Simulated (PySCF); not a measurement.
Compound: C2H6N2SSi.
Structure used (PBE0-D3(BJ)/def2-SVP), in Å, numbered top down from 1:
```xyz
12
C2H6N2SSi angstrom
N     -1.930   -2.261    0.543
C     -1.695   -1.143    0.342
C     -1.296    0.223    0.084
Si     0.463    0.276   -0.648
N      1.414   -0.720    0.379
S      1.234    2.270   -0.665
H     -1.310    0.797    1.024
H     -1.998    0.705   -0.615
H      0.366   -0.075   -2.097
H      2.413   -0.799    0.228
H      1.020   -1.595    0.714
H      1.389    2.317    0.678
```

Jobs on this species (12 atoms, 62 electrons) with PySCF (density fitting). Hardware of each: Arm Neoverse V1, one thread (shared host). Other jobs ran on the host; a repeat could differ by tens of per cent or more. Peak memory is the resident size of the whole Python process, interpreter and libraries included.

```tsv
level and settings	work	basis functions	SCF cycles	wall time	peak memory
delta-SCF UKS B3LYP, pcX-2 on the ionised atom, pcseg-1 elsewhere, spin-free X2C	ΔSCF core ionisation, 8 holes	164	?	?	?
delta-SCF UKS HF, pcX-2 on the ionised atom, pcseg-1 elsewhere, spin-free X2C	ΔSCF core ionisation, 8 holes	164	?	?	?
delta-SCF UKS SCAN, pcX-2 on the ionised atom, pcseg-1 elsewhere, non-relativistic	ΔSCF core ionisation, 8 holes	164	?	?	?
delta-SCF UKS PBE, pcX-2 on the ionised atom, pcseg-1 elsewhere, spin-free X2C	ΔSCF core ionisation, 8 holes	164	133	32 s	0.63 GiB
PBE0-D3(BJ)/def2-SVP, grid level 1	geometry optimisation from a GFN2-xTB start shaken at random	122	69	55 s	0.57 GiB
delta-SCF UKS SCAN, pcX-2 on the ionised atom, pcseg-1 elsewhere, spin-free X2C	ΔSCF core ionisation, 8 holes	164	136	50 s	0.59 GiB
delta-SCF UKS SCAN, def2-TZVP on the ionised atom, pcseg-1 elsewhere, spin-free X2C	ΔSCF core ionisation, 8 holes	141	135	48 s	0.62 GiB
delta-SCF UKS PBE0, pcX-2 on the ionised atom, pcseg-1 elsewhere, spin-free X2C	ΔSCF core ionisation, 8 holes	164	119	65 s	0.67 GiB
delta-SCF UKS SCAN, pcX-1 on the ionised atom, pcseg-1 elsewhere, spin-free X2C	ΔSCF core ionisation, 8 holes	144	136	44 s	0.62 GiB
```

Fill in the missing figures.

- delta-SCF UKS B3LYP, pcX-2 on the ionised atom, pcseg-1 elsewhere, spin-free X2C; ΔSCF core ionisation, 8 holes: 68 s, 0.68 GiB, 121 SCF cycles
- delta-SCF UKS HF, pcX-2 on the ionised atom, pcseg-1 elsewhere, spin-free X2C; ΔSCF core ionisation, 8 holes: 42 s, 0.62 GiB, 118 SCF cycles
- delta-SCF UKS SCAN, pcX-2 on the ionised atom, pcseg-1 elsewhere, non-relativistic; ΔSCF core ionisation, 8 holes: 50 s, 0.62 GiB, 135 SCF cycles

What do all jobs in the table cost together?

About 7.6 min; the longest takes about 15 % of that, and about 2.1 times as long as the shortest.
